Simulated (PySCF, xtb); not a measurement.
CH₄F₂GaN, SMILES C[NH][Ga]([F])[F]. One conformer was computed; it need not be the lowest.

Harmonic wavenumbers (cm⁻¹) from GFN2-xTB (xtb 6.7.1) at its own minimum, in rising order: 66, 79, 114, 124, 190, 255, 391, 474, 483, 625, 1019, 1042, 1100, 1258, 1402, 1461, 1463, 2945, 2974, 2995, 3307.

Problem. What does PBE0-D3(BJ)/def2-SVP run with PySCF 2.14.0 give at its own minimum? (An estimate is asked for; the answer gives what the named calculation found.)

Solution. 97, 105, 141, 191, 191, 308, 461, 646, 732, 746, 1095, 1137, 1172, 1390, 1453, 1466, 1496, 3020, 3089, 3150, 3654. Paired by order, the mean absolute difference is 94 cm⁻¹ and the zero-point energies are 34.0 and 36.8 kcal/mol.
